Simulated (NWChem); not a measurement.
A series in which one site is exchanged, each optimised at PBE0/def2-SVP with NWChem, gas phase unless a solvent is named. For some, no frequency run checked for a minimum. def2 effective core potentials on Te, I; no spin-orbit coupling.

A: [I][Mg][Br] (MgIBr; site = Mg)
B: Br[Te]I (TeIBr; site = Te)
C: I[Se]Br (SeIBr; site = Se)
D: [Br][Zn][I] (ZnIBr; site = Zn)

Values for A:

```
Quantity                                                   Result
---------------------------------------------------------  ------
orbital gap (eV), PBE0/def2-SVP                              5.91
vertical ionisation energy, ΔSCF, CAM-B3LYP/def2-SVP (eV)   10.12
static polarisability, CAM-B3LYP/def2-SVPD (bohr³)           81.6
lowest singlet excitation, CAM-B3LYP/def2-SVPD, TDA (eV)     4.84
```

**Question.** How do these values change for the other members?

**Answer.** 
```json
[
 {"change from A": "orbital gap (eV), PBE0/def2-SVP", "B": "-2.70", "C": "-2.45", "D": "+0.24"},
 {"change from A": "vertical ionisation energy, ΔSCF, CAM-B3LYP/def2-SVP (eV)", "B": "-1.58", "C": "-1.20", "D": "+0.06"},
 {"change from A": "static polarisability, CAM-B3LYP/def2-SVPD (bohr³)", "B": "+19.9", "C": "+6.8", "D": "-0.2"},
 {"change from A": "lowest singlet excitation, CAM-B3LYP/def2-SVPD, TDA (eV)", "B": "-2.85", "C": "-2.70", "D": "+0.11"}
]
```
